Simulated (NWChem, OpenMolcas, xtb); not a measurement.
**A ladder of methods for GeH3Cl (chlorogermane)**

GeH3Cl: 5 atoms, total charge 0, spin state singlet. SMILES: `[Cl][GeH3]`. The coordinates come from a PBE0-D4/def2-TZVP relaxation.

Each level gives the dipole moment (D). The values are calculated.

```
           level                    kind     program  value (D)   CPU time
        GFN1-xTB          semi-empirical         xtb       1.48  under 2 s
    HF/def2-TZVP            Hartree–Fock      NWChem       2.15       77 s
 SVWN5/def2-TZVP                     LDA  OpenMolcas       1.92       23 s
   PBE/def2-TZVP                     GGA  OpenMolcas       1.85       28 s
  TPSS/def2-TZVP                meta-GGA  OpenMolcas       1.88       37 s
M06-2X/def2-TZVP         hybrid meta-GGA  OpenMolcas       2.06       37 s
  PBE0/def2-TZVP           global hybrid  OpenMolcas       1.97       27 s
 wB97X/def2-TZVP  range-separated hybrid      NWChem       2.03    1.7 min
```

All-electron rows without a relativistic Hamiltonian named are non-relativistic. The values span 1.48 to 2.15 D. CPU times are rough (shared hosts, several kinds of processor): they show what a rung costs within a factor of a few.
